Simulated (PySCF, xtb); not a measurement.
C2H6BBrO, SMILES CCB(O)Br. The values are those of a single conformer.

Harmonic wavenumbers (cm⁻¹) from GFN2-xTB (xtb) at its own minimum, in rising order: 32, 151, 195, 299, 314, 484, 495, 640, 774, 845, 963, 1006, 1070, 1074, 1231, 1284, 1348, 1419, 1478, 1505, 1510, 2939, 2990, 3028, 3030, 3039, 3566.

**Question.** What does PySCF 2.14.0 with PBE-D3(BJ)/def2-SVP give at its own minimum? (Estimate from the structure and the level; the computed values follow.)

**Answer.** 32, 156, 200, 310, 334, 483, 500, 615, 714, 851, 950, 966, 1044, 1117, 1207, 1234, 1347, 1367, 1397, 1425, 1431, 2944, 2973, 3009, 3058, 3065, 3710. Paired by order, the mean absolute difference is 32 cm⁻¹ and the zero-point energies are 52.5 and 52.1 kcal/mol.
